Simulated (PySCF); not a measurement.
PySCF job for GeH4OTe, SMILES O[Te][GeH3], TDA-PBE/def2-SVPD. Geometry optimised at PBE0-D3(BJ)/def2-SVP. This is a generated structure with no PubChem entry under its InChIKey; it may be hypothetical. The def2 effective core potentials stand for the cores of Te; spin–orbit coupling is left out. One conformer was computed; it need not be the lowest.

```python
import numpy as np
from pyscf import gto, scf, dft, tdscf

mol = gto.M(
    atom='''
    Te    0.48585797   -0.46633551    0.68483242
    O     0.43904293   -1.92449182   -0.70700397
    H     1.23174746   -1.79929298   -1.24480723
    Ge   -0.83581950    1.15655512   -0.79624293
    H    -0.99393377    2.47105687   -0.00955037
    H    -0.05694159    1.40896744   -2.09897086
    H    -2.21160559    0.55488622   -1.12215167
    ''',
    basis='def2-SVPD',
    ecp={'Te': 'def2-svp'},
    charge=0,
    spin=0,
    max_memory=1600,
    verbose=4,
)
mf = dft.RKS(mol, xc='pbe').density_fit(auxbasis='def2-universal-jkfit')
mf.grids.level = 3
mf.conv_tol = 1e-9
mf.max_cycle = 100
mf.kernel()
mf.grids = dft.Grids(mol).set(level=1).build(with_non0tab=True)  # coarser grid for the response kernel
td = tdscf.TDA(mf)
td.singlet = True
td.nstates = 10
td.conv_tol = 1e-4
td.positive_eig_threshold = 1e-6
td.kernel(x0=td.get_init_guess(mf, 15))
td.analyze()
tt = tdscf.TDA(mf)
tt.singlet = False
tt.nstates = 4
tt.conv_tol = 1e-4
tt.positive_eig_threshold = 1e-6
tt.kernel(x0=tt.get_init_guess(mf, 9))
tt.analyze(verbose=3)
```

Log of the run:

```
PySCF version 2.14.0

[INPUT] verbose = 4
[INPUT] num. atoms = 7
[INPUT] num. electrons = 68
[INPUT] charge = 0
[INPUT] spin (= nelec alpha-beta = 2S) = 0
[INPUT] symmetry False subgroup None
[INPUT] Mole.unit = angstrom
[INPUT] Symbol           X                Y                Z      unit          X                Y                Z       unit  Magmom
[INPUT]  1 Te     0.485857970000  -0.466335510000   0.684832420000 AA    0.918138498737  -0.881246396059   1.294145715023 Bohr   0.0
[INPUT]  2 O      0.439042930000  -1.924491820000  -0.707003970000 AA    0.829670894627  -3.636762468766  -1.336043872280 Bohr   0.0
[INPUT]  3 H      1.231747460000  -1.799292980000  -1.244807230000 AA    2.327665354029  -3.400170950053  -2.352344742578 Bohr   0.0
[INPUT]  4 Ge    -0.835819500000   1.156555120000  -0.796242930000 AA   -1.579469944571   2.185572424763  -1.504681066321 Bohr   0.0
[INPUT]  5 H     -0.993933770000   2.471056870000  -0.009550370000 AA   -1.878262611256   4.669620722525  -0.018047583688 Bohr   0.0
[INPUT]  6 H     -0.056941590000   1.408967440000  -2.098970860000 AA   -0.107604010197   2.662562580030  -3.966480068843 Bohr   0.0
[INPUT]  7 H     -2.211605590000   0.554886220000  -1.122151670000 AA   -4.179328860657   1.048582986095  -2.120559326523 Bohr   0.0

nuclear repulsion = 312.211011824296
number of shells = 52
number of NR pGTOs = 223
number of NR cGTOs = 128
basis = def2-SVPD
ecp = {'Te': 'def2-svp'}


[settings echo left out]
init E= -2393.47125153828
  HOMO = -0.620806123915477  LUMO = -0.619463570053618  gap/eV = 0.03653
cycle= 1 E= -2417.60457008224  delta_E= -24.1  |g|= 3.65  |ddm|= 11.3
  HOMO = -0.0102343966774769  LUMO = 0.00645171122885251  gap/eV = 0.45405
cycle= 2 E= -2302.22430117949  delta_E=  115  |g|= 12.2  |ddm|= 53.5
  HOMO = -0.143357291880449  LUMO = -0.076569849741387  gap/eV = 1.81738
cycle= 3 E= -2421.63577427785  delta_E= -119  |g|= 0.999  |ddm|=   53
  HOMO = -0.205384954696722  LUMO = -0.120963605791758  gap/eV = 2.29722
cycle= 4 E= -2421.78079494528  delta_E= -0.145  |g|= 0.878  |ddm|= 2.24
  HOMO = -0.220606137753903  LUMO = -0.118707012534063  gap/eV = 2.77282
cycle= 5 E= -2421.88652728914  delta_E= -0.106  |g|= 0.394  |ddm|= 1.03
  HOMO = -0.196719690109916  LUMO = -0.112015141142173  gap/eV = 2.30493
cycle= 6 E= -2421.91886548915  delta_E= -0.0323  |g|=  0.2  |ddm|= 0.572
  HOMO = -0.193598572272716  LUMO = -0.105419326052494  gap/eV = 2.39948
cycle= 7 E= -2421.92729030987  delta_E= -0.00842  |g|= 0.0252  |ddm|= 0.186
  HOMO = -0.196073125691189  LUMO = -0.107580736800535  gap/eV = 2.40800
cycle= 8 E= -2421.92744202274  delta_E= -0.000152  |g|= 0.005  |ddm|= 0.0309
  HOMO = -0.196235052351851  LUMO = -0.107733908726214  gap/eV = 2.40824
cycle= 9 E= -2421.9274502325  delta_E= -8.21e-06  |g|= 0.00169  |ddm|= 0.0109
  HOMO = -0.196283509399379  LUMO = -0.107778069910949  gap/eV = 2.40836
cycle= 10 E= -2421.92745129872  delta_E= -1.07e-06  |g|= 0.000467  |ddm|= 0.00346
  HOMO = -0.196275342800864  LUMO = -0.107772719672399  gap/eV = 2.40828
cycle= 11 E= -2421.92745138874  delta_E= -9e-08  |g|= 5.91e-05  |ddm|= 0.000863
  HOMO = -0.196277651097449  LUMO = -0.107774901566193  gap/eV = 2.40828
cycle= 12 E= -2421.9274513903  delta_E= -1.55e-09  |g|= 1.75e-05  |ddm|= 0.000148
  HOMO = -0.196278118763034  LUMO = -0.107775165180318  gap/eV = 2.40829
cycle= 13 E= -2421.92745139041  delta_E= -1.16e-10  |g|= 2.82e-06  |ddm|= 3.5e-05
  HOMO = -0.196277742969157  LUMO = -0.107774951585288  gap/eV = 2.40828
Extra cycle  E= -2421.92745139042  delta_E= -9.09e-12  |g|= 3.19e-06  |ddm|= 9.28e-06
converged SCF energy = -2421.92745139042
tot grids = 30512
Overwritten attributes  positive_eig_threshold  of <class 'pyscf.tdscf.rks.TDA'>


******** <class 'pyscf.tdscf.rks.TDA'> for <class 'pyscf.df.df_jk.DFRKS'> ********
nstates = 10 singlet
deg_eia_thresh = 1.000e-03
wfnsym = None
conv_tol = 0.0001
eigh lindep = 1e-12
eigh level_shift = 0
eigh max_cycle = 100


Excitation energies (eV)
[2.76957106 3.97559279 4.0716666  4.74528323 5.42284108 5.56116384
 5.66678747 5.74325763 5.82111462 5.95078988]

** Singlet excitation energies and oscillator strengths **
Excited State   1:      2.76957 eV    447.67 nm  f=0.0022
      34 -> 35       -0.70317
Excited State   2:      3.97559 eV    311.86 nm  f=0.0013
      33 -> 35       -0.70003
Excited State   3:      4.07167 eV    304.50 nm  f=0.0054
      34 -> 36       -0.69945
Excited State   4:      4.74528 eV    261.28 nm  f=0.0318
      34 -> 37       -0.70591
Excited State   5:      5.42284 eV    228.63 nm  f=0.0402
      32 -> 35        0.28853
      33 -> 36        0.55580
      34 -> 38        0.27444
      34 -> 39       -0.11089
Excited State   6:      5.56116 eV    222.95 nm  f=0.0100
      32 -> 35       -0.36873
      34 -> 38        0.56644
      34 -> 39        0.18181
Excited State   7:      5.66679 eV    218.79 nm  f=0.0165
      32 -> 35        0.33358
      34 -> 39        0.60285
Excited State   8:      5.74326 eV    215.88 nm  f=0.0062
      31 -> 35        0.27489
      32 -> 35        0.10874
      34 -> 40        0.62139
Excited State   9:      5.82111 eV    212.99 nm  f=0.0094
      30 -> 35       -0.21647
      31 -> 35        0.58043
      34 -> 40       -0.28610
      34 -> 41       -0.14244
Excited State  10:      5.95079 eV    208.35 nm  f=0.0450
      34 -> 39       -0.10059
      34 -> 40        0.10660
      34 -> 41       -0.66568

** Transition electric dipole moments (AU) **
state          X           Y           Z        Dip. S.      Osc.
  1         0.1334     -0.0348     -0.1182      0.0330      0.0022
  2        -0.0447      0.0914      0.0522      0.0131      0.0013
  3        -0.1963     -0.1145      0.0491      0.0541      0.0054
  4         0.4778      0.1619     -0.1385      0.2737      0.0318
  5        -0.2960      0.2665     -0.3795      0.3027      0.0402
  6         0.2026     -0.0039      0.1793      0.0732      0.0100
  7         0.2977     -0.1302      0.1145      0.1187      0.0165
  8         0.1110     -0.1241      0.1280      0.0441      0.0062
  9        -0.2394     -0.0919     -0.0202      0.0662      0.0094
 10        -0.2326     -0.3239      0.3869      0.3087      0.0450

WARN: ECP detected. Skipping calculation of transition velocity and magnetic dipole moments, which have not yet been implemented.



******** <class 'pyscf.tdscf.rks.TDA'> for <class 'pyscf.df.df_jk.DFRKS'> ********
nstates = 4 triplet
deg_eia_thresh = 1.000e-03
wfnsym = None
conv_tol = 0.0001
eigh lindep = 1e-12
eigh level_shift = 0
eigh max_cycle = 100


Excitation energies (eV)
[2.07325025 3.39235373 3.58818471 4.61297124]

** Triplet excitation energies and oscillator strengths **
Excited State   1:      2.07325 eV    598.02 nm  f=0.0000
Excited State   2:      3.39235 eV    365.48 nm  f=0.0000
Excited State   3:      3.58818 eV    345.53 nm  f=0.0000
Excited State   4:      4.61297 eV    268.77 nm  f=0.0000
```

The run converged.
